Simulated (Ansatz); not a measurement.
Nudged elastic band run: AsH$_{5}$OSi

Input file:

```yaml
crystal:
  periodic: [false, false, false]
  atoms:
    - { symbol: O, position_ang: [-1.19746, 0.319037, -1.509772] }
    - { symbol: As, position_ang: [-0.507113, 1.252343, -0.071481] }
    - { symbol: Si, position_ang: [0.622796, -0.670829, 0.810409] }
    - { symbol: H, position_ang: [-2.14562, 0.551007, -1.529577] }
    - { symbol: H, position_ang: [0.781168, 1.731049, -0.784343] }
    - { symbol: H, position_ang: [1.616467, -0.248419, 1.862798] }
    - { symbol: H, position_ang: [1.329155, -1.427131, -0.279826] }
    - { symbol: H, position_ang: [-0.407392, -1.564156, 1.445992] }
basis:
  gaussian: { orbitals: def2-SVP }
hamiltonian:
  xc: pbe
  dispersion: d4
neb:
  order_check: false
  images: 7
  f_tol: 0.05
  max_iterations: 60
  final_atoms:
    - { symbol: O, position_ang: [-1.63166612, 0.59141037, -1.19713422] }
    - { symbol: As, position_ang: [-0.60325716, 1.38511986, 0.10091708] }
    - { symbol: Si, position_ang: [0.52354564, -0.62676541, 0.784124] }
    - { symbol: H, position_ang: [-1.07436582, 0.00713819, -1.7475532] }
    - { symbol: H, position_ang: [0.63177131, 1.79909861, -0.75414305] }
    - { symbol: H, position_ang: [1.74055082, -0.33694901, 1.62392394] }
    - { symbol: H, position_ang: [0.94036864, -1.40272083, -0.44070155] }
    - { symbol: H, position_ang: [-0.43494632, -1.47343078, 1.574767] }
  initial_path:
    images:
      - { positions_ang: [[-1.19746, 0.319037, -1.509772], [-0.507113, 1.252343, -0.071481], [0.622796, -0.670829, 0.810409], [-2.14562, 0.551007, -1.529577], [0.781168, 1.731049, -0.784343], [1.616467, -0.248419, 1.862798], [1.329155, -1.427131, -0.279826], [-0.407392, -1.564156, 1.445992]] }
      - { positions_ang: [[-1.2957467, 0.33365064, -1.3944921], [-0.53694113, 1.26574715, -0.00354156], [0.58371751, -0.66130612, 0.80078305], [-1.83547471, 0.49356124, -1.59959529], [0.70313067, 1.71928585, -0.80553577], [1.63299221, -0.25693904, 1.79411809], [1.2350273, -1.40517185, -0.31933594], [-0.39470415, -1.54592687, 1.47179952]] }
      - { positions_ang: [[-1.3940334, 0.34826428, -1.27921221], [-0.56676926, 1.2791513, 0.06439788], [0.54463902, -0.65178324, 0.79115709], [-1.52532941, 0.43611549, -1.66961357], [0.62509335, 1.70752269, -0.82672853], [1.64951743, -0.26545908, 1.72543818], [1.14089959, -1.38321271, -0.35884589], [-0.38201631, -1.52769774, 1.49760704]] }
      - { positions_ang: [[-1.4923201, 0.36287792, -1.16393231], [-0.59659739, 1.29255546, 0.13233732], [0.50556053, -0.64226036, 0.78153114], [-1.21518412, 0.37866973, -1.73963186], [0.54705602, 1.69575954, -0.8479213], [1.66604264, -0.27397912, 1.65675826], [1.04677189, -1.36125356, -0.39835583], [-0.36932846, -1.50946861, 1.52341456]] }
      - { positions_ang: [[-1.5906068, 0.37749156, -1.04865241], [-0.62642553, 1.30595961, 0.20027677], [0.46648204, -0.63273748, 0.77190519], [-0.90503882, 0.32122398, -1.80965014], [0.46901869, 1.68399638, -0.86911406], [1.68256786, -0.28249916, 1.58807835], [0.95264418, -1.33929442, -0.43786577], [-0.35664062, -1.49123948, 1.54922208]] }
      - { positions_ang: [[-1.60087163, 0.43097127, -1.08577286], [-0.62063344, 1.32574967, 0.17543684], [0.48074794, -0.63124446, 0.77495989], [-0.94737057, 0.24270253, -1.79412591], [0.50970685, 1.71277194, -0.84037131], [1.6970636, -0.29611162, 1.59703975], [0.9495753, -1.35515102, -0.43857472], [-0.37621705, -1.48678731, 1.55560831]] }
      - { positions_ang: [[-1.61113646, 0.48445097, -1.12289331], [-0.61484134, 1.34553973, 0.15059692], [0.49501384, -0.62975144, 0.7780146], [-0.98970232, 0.16418108, -1.77860167], [0.550395, 1.7415475, -0.81162856], [1.71155934, -0.30972408, 1.60600115], [0.94650641, -1.37100763, -0.43928366], [-0.39579347, -1.48233513, 1.56199454]] }
      - { positions_ang: [[-1.62140129, 0.53793067, -1.16001376], [-0.60904925, 1.3653298, 0.125757], [0.50927974, -0.62825842, 0.7810693], [-1.03203407, 0.08565964, -1.76307744], [0.59108316, 1.77032305, -0.7828858], [1.72605508, -0.32333655, 1.61496255], [0.94343753, -1.38686423, -0.43999261], [-0.4153699, -1.47788296, 1.56838077]] }
      - { positions_ang: [[-1.63166612, 0.59141037, -1.19713422], [-0.60325716, 1.38511986, 0.10091708], [0.52354564, -0.62676541, 0.784124], [-1.07436582, 0.00713819, -1.7475532], [0.63177131, 1.79909861, -0.75414305], [1.74055082, -0.33694901, 1.62392394], [0.94036864, -1.40272083, -0.44070155], [-0.43494632, -1.47343078, 1.574767]] }
```

Run as:

```bash
$ ansatz run input.yaml --threads 1 --pin off --max-ram 2048MiB --backend cpu --events-out ev --progress --plain --runs-dir out
```

Output, in part (warnings, iteration lines, the closing report on the highest movable image, with atoms numbered from 0):

```
NEB end point (image 0): max|allowed force component| = 1.171e-2 eV/Å (the criterion of neb.relax_end_points is 1.000e-2)
NEB end point (image 8): max|allowed force component| = 7.254e-3 eV/Å (the criterion of neb.relax_end_points is 1.000e-2)
NEB iter   1: max|band force component| = 2.830e2 eV/Å  barrier→ = 40.8011 eV  barrier← = 40.7885 eV  Δτ_max = 0.2000 Å  (240 SCF iters)
NEB iter   2: max|band force component| = 5.528e1 eV/Å  barrier→ = 7.7932 eV  barrier← = 7.7806 eV  Δτ_max = 0.2000 Å  (205 SCF iters)
NEB iter   3: max|band force component| = 3.767e1 eV/Å  barrier→ = 4.5160 eV  barrier← = 4.5034 eV  Δτ_max = 0.2000 Å  (199 SCF iters)
NEB iter   4: max|band force component| = 1.321e1 eV/Å  barrier→ = 1.4603 eV  barrier← = 1.4477 eV  Δτ_max = 0.1895 Å  (214 SCF iters)
NEB iter   5: max|band force component| = 4.516e0 eV/Å  barrier→ = 0.3980 eV  barrier← = 0.3854 eV  Δτ_max = 0.1957 Å  (205 SCF iters)
NEB iter   6: max|band force component| = 2.961e0 eV/Å  barrier→ = 0.1700 eV  barrier← = 0.1574 eV  Δτ_max = 0.1883 Å  (215 SCF iters)
NEB iter   7: max|band force component| = 2.170e0 eV/Å  barrier→ = 0.2445 eV  barrier← = 0.2319 eV  Δτ_max = 0.0997 Å  (201 SCF iters)
NEB iter   8: max|band force component| = 1.232e0 eV/Å  barrier→ = 0.1322 eV  barrier← = 0.1196 eV  Δτ_max = 0.0504 Å  (193 SCF iters)
NEB iter   9: max|band force component| = 2.332e0 eV/Å  barrier→ = 0.0943 eV  barrier← = 0.0817 eV  Δτ_max = 0.0250 Å  (194 SCF iters)
NEB iter  10: max|band force component| = 1.457e0 eV/Å  barrier→ = 0.0934 eV  barrier← = 0.0808 eV  Δτ_max = 0.0495 Å  (192 SCF iters)
NEB iter  11: max|band force component| = 3.382e-1 eV/Å  barrier→ = 0.0931 eV  barrier← = 0.0805 eV  CI = image 5  Δτ_max = 0.0966 Å  (196 SCF iters)
NEB iter  12: max|band force component| = 1.999e-1 eV/Å  barrier→ = 0.0931 eV  barrier← = 0.0804 eV  CI = image 5  Δτ_max = 0.1007 Å  (195 SCF iters)
NEB iter  13: max|band force component| = 2.383e-1 eV/Å  barrier→ = 0.0930 eV  barrier← = 0.0804 eV  CI = image 5  Δτ_max = 0.0502 Å  (183 SCF iters)
NEB iter  14: max|band force component| = 2.087e-1 eV/Å  barrier→ = 0.0929 eV  barrier← = 0.0803 eV  CI = image 5  Δτ_max = 0.0501 Å  (176 SCF iters)
NEB iter  15: max|band force component| = 1.702e-1 eV/Å  barrier→ = 0.0929 eV  barrier← = 0.0803 eV  CI = image 5  Δτ_max = 0.0477 Å  (172 SCF iters)
NEB iter  16: max|band force component| = 4.725e-2 eV/Å  barrier→ = 0.0929 eV  barrier← = 0.0803 eV  CI = image 5  Δτ_max = 0.0000 Å  (352 SCF iters)
Total energy: -70820.07163829 eV, -2602.5896291385 hartree
Atom 0 at    -1.596897     0.288710    -1.096661 Å, force    -0.001200    -0.001318    -0.000079 eV/Å
Atom 1 at    -0.569894     1.300594     0.066711 Å, force     0.000157     0.000692     0.001139 eV/Å
Atom 2 at     0.598187    -0.656048     0.834933 Å, force     0.000579     0.000393    -0.000060 eV/Å
Atom 3 at    -1.447430     0.619877    -2.002643 Å, force     0.000431     0.000581    -0.000833 eV/Å
Atom 4 at     0.626389     1.615674    -0.881616 Å, force     0.000392    -0.000009    -0.000062 eV/Å
Atom 5 at     1.690667    -0.281667     1.804668 Å, force    -0.000235    -0.000068    -0.000302 eV/Å
Atom 6 at     1.189107    -1.412250    -0.322710 Å, force     0.000009    -0.000288    -0.000033 eV/Å
Atom 7 at    -0.398129    -1.531989     1.541519 Å, force    -0.000133     0.000017     0.000231 eV/Å
Dipole moment:     0.178281     0.190796    -0.192767 e Å
```

The forces met the threshold. A vibrational analysis at the climbing image gives one clearly imaginary mode, 259i cm⁻¹: a first-order saddle point.

Final band (atoms are numbered from 1 in the order of the input):

| image | path coordinate (Å) | energy (eV) | dihedral H4–O1–As2–Si3 (°) |
| --- | --- | --- | --- |
| 0 | 0.00 | 0.000 | 132 |
| 1 | 0.25 | 0.004 | 150 |
| 2 | 0.51 | 0.022 | 172 |
| 3 | 0.76 | 0.052 | -166 |
| 4 | 1.02 | 0.080 | -144 |
| 5 | 1.27 | 0.093 | -121 |
| 6 | 1.61 | 0.067 | -90 |
| 7 | 1.96 | 0.025 | -62 |
| 8 | 2.30 | 0.013 | -47 |

Time of the run: 4.7 min on 1 CPU thread of a shared host.
